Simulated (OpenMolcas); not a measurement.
Computed levels of 3d3 in ions with 21 electrons, in cm-1 above 4F 3/2.

```yaml
Program: OpenMolcas 26.06
Method: SS-RASPT2, IPEA 0.25 Eh, imaginary shift 0.1 Eh
Basis: ANO-RCC-VTZP
Scalar_Hamiltonian: DKH2, point nucleus
Spin-orbit_coupling: RASSI with atomic mean-field integrals over the reference wave functions, term energies averaged over their components
```

Active space for each ion: 9 electrons in 8 orbitals (RAS1 3p, at most 2 holes; RAS2 3d); closed shells correlated by CASPT2: 3s.

```json
{"Level": "4F 5/2", "V2+": "164", "Cr3+": "258", "Mn4+": "387", "Co6+": "752", "Ni7+": "1008"}
{"Level": "4F 7/2", "V2+": "389", "Cr3+": "609", "Mn4+": "911", "Co6+": "1753", "Ni7+": "2330"}
{"Level": "4F 9/2", "V2+": "671", "Cr3+": "1045", "Mn4+": "1555", "Co6+": "2960", "Ni7+": "3920"}
{"Level": "4P 1/2", "V2+": "12100", "Cr3+": "14650", "Mn4+": "17080", "Co6+": "22170", "Ni7+": "24180"}
{"Level": "4P 3/2", "V2+": "12170", "Cr3+": "14760", "Mn4+": "17230", "Co6+": "22390", "Ni7+": "24420"}
{"Level": "2G 7/2", "V2+": "12220", "Cr3+": "15420", "Mn4+": "18270", "Co6+": "24460", "Ni7+": "26680"}
{"Level": "4P 5/2", "V2+": "12370", "Cr3+": "15070", "Mn4+": "17700", "Co6+": "23360", "Ni7+": "25770"}
{"Level": "2G 9/2", "V2+": "12460", "Cr3+": "15790", "Mn4+": "18810", "Co6+": "25440", "Ni7+": "27920"}
{"Level": "2P 1/2", "V2+": "15720", "Cr3+": "19900", "Mn4+": "23490", "Co6+": "31260", "Ni7+": "34030"}
```

Question: Estimate 4F 9/2, 4P 1/2, 4P 3/2 for Fe5+ from its neighbours Mn4+ and Co6+.

Answer: 4F 9/2 is fine structure, which grows about as the fourth power of a screened charge, so the fourth roots are averaged: ((1555^0.25 + 2960^0.25) / 2)^4 = 2173. The calculation gives 2220, so the estimate is off by -2.1 %; the measured value is 2001 (Corliss and Sugar, J. Phys. Chem. Ref. Data 11, 135 (1982)).
4P 1/2 is another term, which grows about linearly with the charge: (17080 + 22170) / 2 = 19625. The calculation gives 19620, so the estimate is off by 0 %; the measured value is 18738 (Corliss and Sugar, J. Phys. Chem. Ref. Data 11, 135 (1982)).
4P 3/2 is another term, which grows about linearly with the charge: (17230 + 22390) / 2 = 19810. The calculation gives 19810, so the estimate is off by 0 %; the measured value is 18942 (Corliss and Sugar, J. Phys. Chem. Ref. Data 11, 135 (1982)).

CASPT2 breaks the degeneracy within a term, and the mean is taken; among the terms shown or strongly mixed into the levels shown the widest spread is 350 cm-1 (3d3 4F, Mn4+). Active for correlation alone: 3p; no level in the range computed is led by a configuration that opens it, so any true level of that kind is missing. Computed and measured levels are paired by configuration, term and J; levels that our copy of the source lacks, or whose pairing is in doubt (as where it misses far off the trend of its configuration), stay unpaired and out of the deviations. Only configurations of the active space appear.
